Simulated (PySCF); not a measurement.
# Nuclear quadrupole coupling in `N#CC[C@@H]1C[Si@@H](C(N)=O)O1`

Species: C₅H₈N₂O₂Si.
Geometry (GFN2-xTB, Å), atoms numbered from 1 in this order:
```
atom  x, y, z in Å
N1    -4.260    0.639   -0.334
C2    -3.317    0.108    0.033
C3    -2.118   -0.548    0.482
C4    -0.884    0.303    0.187
C5    -0.571    0.437   -1.307
Si6    0.890   -0.723   -0.894
C7     2.722   -0.200   -1.065
N8     3.183    0.685   -0.158
O9     3.418   -0.645   -1.955
O10    0.290   -0.387    0.628
H11   -2.187   -0.734    1.557
H12   -2.017   -1.508   -0.031
H13   -0.949    1.254    0.723
H14   -0.332    1.456   -1.595
H15   -1.357    0.069   -1.958
H16    0.703   -2.111   -1.308
H17    2.621    0.955    0.631
H18    4.156    0.955   -0.178
```

Field gradients from the PBE0/pcSseg-1 density (PySCF, non-relativistic), principal values in atomic units, ordered |Vxx| ≤ |Vyy| ≤ |Vzz|:

| atom | Vxx | Vyy | Vzz |
| --- | --- | --- | --- |
| N1 | 0.4706 | 0.5099 | -0.9805 |
| N8 | 0.4137 | 0.4716 | -0.8853 |
| O9 | 0.7245 | 0.9040 | -1.6285 |
| O10 | -0.5158 | -1.0959 | 1.6116 |

Task: Find the asymmetry η = (Vxx − Vyy)/Vzz and the couplings χ = eQV/h (234.96 MHz × Q in barn × V in au), with Q(14N) = 0.02044 b, Q(17O) = −0.0256 b.

Result: 
| atom | environment | nucleus | η | χzz (MHz) | χxx (MHz) | χyy (MHz) |
| --- | --- | --- | --- | --- | --- | --- |
| N1 | nitrile nitrogen | 14N | 0.04 | -4.709 | 2.260 | 2.449 |
| N8 | nitrogen bound to a carbonyl carbon | 14N | 0.07 | -4.252 | 1.987 | 2.265 |
| O9 | carbonyl oxygen | 17O | 0.11 | 9.80 | -4.36 | -5.44 |
| O10 | silyl ether oxygen | 17O | 0.36 | -9.69 | 3.10 | 6.59 |

The gradient is axial or nearly so (η below 0.05) at N1. 

Task: What is Vzz at N1 in SI units (1 au = 9.71736 × 10²¹ V/m²)?

Result: -0.9805 au = -9.528 × 10²¹ V/m².

Task: And the gradient at the other heavy atoms, for which no coupling is worked out here?

Result: 
```
atom                   environment  Vzz (au)     η
  C2                nitrile carbon    -0.394  0.02
  C3  sp3 carbon next to a nitrile     0.167  0.36
  C4    sp3 carbon bound to oxygen     0.352  0.40
  C5   sp3 carbon bound to silicon     0.115  0.32
 Si6          oxygen-bound silicon     0.685  0.18
  C7               carbonyl carbon     0.432  0.57
```

Task: What couplings would deuterons (Q(2H) = 0.00286 b) have in place of the hydrogens, at this geometry?

Result: 
```csv
atom,bonded to,bond length (Å),Vzz (au),η,χzz (kHz)
H11,C3,1.093,0.2961,0.02,199
H12,C3,1.093,0.2957,0.03,199
H13,C4,1.094,0.2892,0.04,194
H14,C5,1.086,0.3226,0.05,217
H15,C5,1.085,0.3218,0.06,216
H16,Si6,1.460,0.1595,0.01,107
H17,N8,1.005,0.4137,0.19,278
H18,N8,1.009,0.4062,0.17,273
```

Isolated species at its GFN2-xTB geometry (one conformer only). GFN2-xTB bond lengths can be off by several hundredths of an ångström, more for odd bonds, and the gradients follow them. A larger basis could move these couplings by a tenth or more.
